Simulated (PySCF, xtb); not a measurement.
Cl2HSi, SMILES Cl[SiH]Cl (connectivity only; charge and spin as stated), charge +1, multiplicity 1.

GFN2-xTB (xtb) at its own geometry gives an orbital gap of 4.45 eV.

The structure is a stationary point at TPSSh-D3(BJ)/def2-TZVP. The spin state was assumed, not searched. The isomer is the one that the SMILES or the coordinates give; other isomers of the formula were not compared.

Question: What does r2SCAN/def2-TZVPD (PySCF) give? (An estimate is asked for; the answer gives what the named calculation found.)

Answer: gap 5.35 eV (levels -14.89 and -9.54 eV).
